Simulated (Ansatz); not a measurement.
Two isomers of CH6NOSi: A = `C[SiH]([NH])O`•, B = `C[N][SiH2]O`•.

Gas-phase electronic energies from Ansatz, PBE0-D4/def2-TZVP geometries. CBS: MP2 limit from def2 TZ/QZ plus the TZ coupled-cluster correction, frozen cores. Functionals use def2-TZVPP. B3LYP here is the variant with VWN-RPA as its local correlation; programs differ in this. No spin–orbit coupling; open shells (•) take unrestricted orbitals. Each species was taken in one conformer, which may not be the lowest.

Which isomer does CCSD(T)/CBS put lower? Give the gap. (Estimate.)

The calculation gave: A, by 15.6 kcal/mol.

Give E(B) − E(A) in kcal/mol with HF/def2-TZVPP, BLYP-D4, CCSD/def2-TZVPP, B3LYP, B3LYP-D4, ωB97M-V, CCSD(T)/def2-TZVPP. (Best estimate.)

Ansatz gave: HF/def2-TZVPP 14.6, BLYP-D4 12.9, CCSD/def2-TZVPP 15.4, B3LYP 13.3, B3LYP-D4 13.6, ωB97M-V 15.1, CCSD(T)/def2-TZVPP 15.4. None reverses the order clearly.

Does the order hold for the free energy at 298.15 K (harmonic terms from PBE0-D4)? (Best estimate.)

Computed: Yes: G(B) − G(A) = +14.5 kcal/mol, for one conformer each. Modes under 60 cm⁻¹, often nearly free rotors, make the harmonic entropy too high.

Largest T1 diagnostic: 0.015.

At CCSD(T), def2-SVP lies −4.0 kcal/mol from the extrapolated value and def2-TZVPP −0.2 kcal/mol. From BLYP to BHLYP (50 % exact exchange), in def2-TZVPP and without D4, E(B) − E(A) moves by +1.6 kcal/mol.
